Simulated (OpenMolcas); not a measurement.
**Lines of F III: computed and rescaled rates**

```json
{
  "Program": "OpenMolcas",
  "Method": "SS-RASPT2, IPEA 0.25 Eh, imaginary shift 0.1 Eh (closed shells correlated: 1s)",
  "Basis": "ANO-RCC [8s7p4d3f2g]",
  "Scalar Hamiltonian": "DKH2, point nucleus",
  "Active space": "5 electrons in 9 orbitals (RAS2 2s 2p; RAS3 3d, at most 2 electrons)",
  "State averaging": "2S+1 = 4 odd, 1 root; 2S+1 = 2 odd, 8 roots; 2S+1 = 4 even, 3 roots; 2S+1 = 2 even, 9 roots",
  "Spin-orbit coupling": "state interaction with AMFI integrals over the reference wave functions, term energies averaged over their components"
}
```

Rates come from the transition moments of the reference wave functions (E1 and E2 in the length form). At fixed line strength A goes as λ^-3 for E1 and M1 and as λ^-5 for E2, so a rate at the computed wavelength can be rescaled to the measured one. Measured vacuum wavelengths follow from level energies in Moore, Atomic Energy Levels, vol. I, NSRDS-NBS 35 (1971 reprint of NBS Circular 467, 1949). Branching counts decays inside the model space alone, at computed energies, and the table is only a selection of the E1 lines, drawn from those between levels with measured partners whose computed energy lies within a factor of 1.5 of the measured one.

| Upper | Lower | Type | λ computed (nm) | λ measured (nm) | A computed (s-1) | A rescaled (s-1) | Branching % |
| --- | --- | --- | --- | --- | --- | --- | --- |
| 2s 2p4 4P 1/2 | 2s2 2p3 4S* 3/2 | E1 | 65.44 | 65.61 | 1.18e+09 | 1.17e+09 | 100.0 |
| 2s 2p4 4P 3/2 | 2s2 2p3 4S* 3/2 | E1 | 65.52 | 65.69 | 1.17e+09 | 1.16e+09 | 100.0 |
| 2s 2p4 4P 5/2 | 2s2 2p3 4S* 3/2 | E1 | 65.65 | 65.83 | 1.16e+09 | 1.15e+09 | 100.0 |

The largest correction is for 2s 2p4 4P 5/2 → 2s2 2p3 4S* 3/2 (E1): 1.16e+09 × (65.65 / 65.83)^3 = 1.15e+09 s-1, a factor of 0.99.

The computed rate and branching of 2s 2p4 4P 1/2 → 2s2 2p3 4S* 3/2 give the upper level a radiative lifetime of 1.000 / 1.18e+09 s-1 = 8.47e-10 s, counting decays inside the model space alone. The rescaled rate gives about 8.5e-10 s.

No measured rate stands beside these. Rescaling mends the energy factor alone: line strengths can still be far off where a level mixes with configurations outside the active space, and weak or spin-changing lines hang on small mixing coefficients that depend on the term gaps too, so rescaling need not improve them.

Active for correlation alone: 3d; no level in the range computed is led by a configuration that fills it, so any true level of that kind is missing. Measured partners are found by configuration, term and J. A level has none where our copy of the source lacks it or the pairing is in doubt (some pairs that miss far off the trend of their configuration count as doubtful). Levels of configurations outside the active space are missing.

* marks odd parity.
